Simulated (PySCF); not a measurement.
## Electron correlation in N⁺ (nitrogen, charge +1)

[He] 2s1 2p3, 2s spin antiparallel (an excited configuration). Calculation: PySCF 2.14, in aug-cc-pCVTZ-DK (7s6p4d2f, 59 functions); scalar relativity by spin-free X2C-1e. Frozen: nothing; 6 electrons correlated.

MP2 pair energies summed by pair of shells (mhartree):

```tsv
pair	energy	share (%)
2s-2p	-126.54	62.5
1s-1s	-36.69	18.1
2p-2p	-23.79	11.8
1s-2p	-11.98	5.9
1s-2s	-3.30	1.6
```

Total MP2 correlation energy: -202.30 mhartree.

Same-spin part -30.35 and opposite-spin part -171.95 mhartree; SCS-MP2 scales them by 1/3 and 6/5 to -216.46 mhartree.
